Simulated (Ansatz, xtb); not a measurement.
## CH4BeSn: 3 structures ranked

3 gas-phase structures of CH4BeSn, found in a search over its isomers (lower ones may exist). Each was relaxed with GFN2-xTB; where two conformers were screened, the lower at r2SCAN-D4/def2-SVP is listed:

A. `[CH3][Be][SnH]`, a singlet
B. `[CH3][Be][SnH]`, a triplet
C. `[BeH][CH2][SnH]`, a singlet

Question: Estimate their order in r2SCAN-D4/def2-SVP energy at these geometries, lowest first.

Answer: Calculated order at r2SCAN-D4/def2-SVP: C (0.0), A (9.1), B (23.0) kJ/mol. PBE-D3(BJ)/def2-SVP after further relaxation puts A lowest instead.

Energies above the lowest of each column, in kJ/mol; the last columns are at PBE-D3(BJ)/def2-SVP geometries (a dash: not run or not comparable):

```csv
structure,GFN2-xTB,HF/STO-3G,r2SCAN-D4/def2-SVP,PBE-D3(BJ)/def2-SVP
C,0.0,56.7,0.0,8.6
A,108.8,49.2,9.1,0.0
B,–,0.0,23.0,29.8
```

PBE-D3(BJ)/def2-SVP puts A lowest; GFN2-xTB picks C, HF/STO-3G picks B, r2SCAN-D4/def2-SVP picks C. PBE-D3(BJ)/def2-SVP orders those it was run on as A (0.0), C (8.6), B (29.8) kJ/mol. Flexible structures stand in one conformer each, not always the lowest. GFN2-xTB has no spin polarisation and isn't compared across spin states. Open shells are spin-unrestricted. Atoms past krypton carry core potentials in the def2 sets, without spin–orbit terms.

Programs: Ansatz 0.2.0, xtb 6.7.1.
